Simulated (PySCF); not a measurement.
Dipole response of H (hydrogen, neutral)

1s1, 2S determinant. Calculation: PySCF 2.14, in x2c-QZVPPall with one added diffuse shell each of s, p, d type (5s4p3d1f, 39 functions); scalar relativity by spin-free X2C-1e. Coupled (time-dependent) response in atomic units; α is the mean over directions.

| method | mean α (bohr³) | C₆ (like pair) | S(−4) |
| --- | --- | --- | --- |
| UHF | 4.450 | 6.460 | 24.77 |

S(−4) is the Cauchy moment in α(ω) = α(0) + S(−4) ω² + …

Reference α: 4.507 bohr³ (recommended; Schwerdtfeger and Nagle, table of static dipole polarizabilities (2023 update)). Published C₆: 6.499 (Chu and Dalgarno (2004); Tang, Norbeck and Certain (1976)).

α(iu) at UHF:

```csv
u (hartree),α(iu) (bohr³)
0,4.450
0.0500,4.389
0.100,4.216
0.200,3.646
0.300,2.985
0.500,1.913
0.750,1.146
1.00,0.7437
1.50,0.3769
2.00,0.2247
3.00,0.1050
5.00,0.03906
```

For a non-relativistic one-electron ion the exact value is 9/(2Z⁴) = 4.500 bohr³; Hartree-Fock is exact here up to the basis and relativity.
